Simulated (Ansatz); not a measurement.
Computed with r2SCAN-D4/def2-SVP (Ansatz, a program for electronic structure). No frequencies were computed at this level.

Ansatz 0.2 input:
```yaml
crystal:
  periodic: [false, false, false]
  atoms:
    - { symbol: Mo, position_ang: [0.000007, 0.000001, 0.0] }
    - { symbol: Cl, position_ang: [-2.160935, 0.069591, 0.774559] }
    - { symbol: Cl, position_ang: [0.288001, 2.196383, 0.606145] }
    - { symbol: Cl, position_ang: [-0.722405, 0.667455, -2.07535] }
    - { symbol: Cl, position_ang: [-0.288006, -2.196379, -0.606143] }
    - { symbol: Cl, position_ang: [0.7224, -0.667458, 2.075354] }
    - { symbol: Cl, position_ang: [2.160943, -0.069593, -0.774564] }
basis:
  gaussian: { orbitals: def2-svp }
hamiltonian:
  xc: r2scan
  dispersion: d4
relax:
  max_steps: 150
```

Output:

```
Functional definition: r2SCAN
1473 factors; their error is unknown
mean field evaluation 1: about -76967.6606 eV, gradient 3.6e1 eV
mean field evaluation 2: about -76815.3946 eV, gradient 2.2e2 eV
mean field evaluation 4: about -76970.6823 eV, gradient 2.4e0 eV
mean field evaluation 8: about -76970.6037 eV, gradient 1.3e-1 eV
mean field evaluation 16: about -76970.6038 eV, gradient 1.7e-5 eV
mean field -76970.60376849 eV, -2828.6175159431 hartree, gradient 1.5e-5 eV, S^2 0.000000; 0 other end points of the search recorded, 0 dependent functions left out
reference -76970.60379475 eV, -2828.6175169079 hartree; 58, 58 occupied and 81, 81 virtual orbitals, 1473 factors
relax step   1: F+E_penalty+E_count = -76970.71941348 eV  Δ(F+E_penalty+E_count) = +0.000e0 eV  max|allowed force component| = 2.018e-1 eV/Å  Δτ_max = 0.0000 Å  (33 SCF iters, accepted)
these checks for a lower state are left out or cut short: starts, cluster_reference, orbital_swaps, neighbouring_geometries, increment
1473 factors; their error is unknown
mean field -76970.61025202 eV, -2828.6177542081 hartree, gradient 5.2e-6 eV, S^2 0.000000; 0 other end points of the search recorded, 0 dependent functions left out
reference -76970.61027828 eV, -2828.6177551732 hartree; 58, 58 occupied and 81, 81 virtual orbitals, 1473 factors
relax step   2: F+E_penalty+E_count = -76970.72544829 eV  Δ(F+E_penalty+E_count) = -6.035e-3 eV  max|allowed force component| = 7.361e-2 eV/Å  Δτ_max = 0.0154 Å  (35 SCF iters, accepted)
these checks for a lower state are left out or cut short: starts, cluster_reference, orbital_swaps, neighbouring_geometries, increment
1473 factors; their error is unknown
mean field evaluation 32: about -76970.6111 eV, gradient 1.1e-5 eV
mean field -76970.61110370 eV, -2828.6177855068 hartree, gradient 8.6e-6 eV, S^2 0.000000; 0 other end points of the search recorded, 0 dependent functions left out
reference -76970.61112996 eV, -2828.6177864719 hartree; 58, 58 occupied and 81, 81 virtual orbitals, 1473 factors
relax step   3: F+E_penalty+E_count = -76970.72642372 eV  Δ(F+E_penalty+E_count) = -9.754e-4 eV  max|allowed force component| = 1.768e-4 eV/Å  Δτ_max = 0.0042 Å  (34 SCF iters, accepted)
1473 factors; their error is unknown
mean field -76970.61110370 eV, -2828.6177855068 hartree, gradient 8.6e-6 eV, S^2 0.000000; 1 other end points of the search recorded, 0 dependent functions left out
reference -76970.61112996 eV, -2828.6177864719 hartree; 58, 58 occupied and 81, 81 virtual orbitals, 1473 factors
Total energy: -76970.72644998 eV, -2828.6220244047 hartree
Atom 0 at     0.000004    -0.000001    -0.000001 Å, force    -0.000015    -0.000010    -0.000004 eV/Å
Atom 1 at    -2.171445     0.069929     0.778305 Å, force    -0.000077     0.000020     0.000177 eV/Å
Atom 2 at     0.289415     2.207049     0.609105 Å, force    -0.000068     0.000159    -0.000065 eV/Å
Atom 3 at    -0.725934     0.670682    -2.085434 Å, force     0.000101     0.000160    -0.000127 eV/Å
Atom 4 at    -0.289418    -2.207049    -0.609104 Å, force     0.000077    -0.000166     0.000063 eV/Å
Atom 5 at     0.725932    -0.670682     2.085437 Å, force    -0.000091    -0.000151     0.000124 eV/Å
Atom 6 at     2.171450    -0.069928    -0.778307 Å, force     0.000073    -0.000012    -0.000169 eV/Å
Dipole moment:     0.000003     0.000002     0.000001 e Å
```

Cost: very roughly 60 core-seconds.
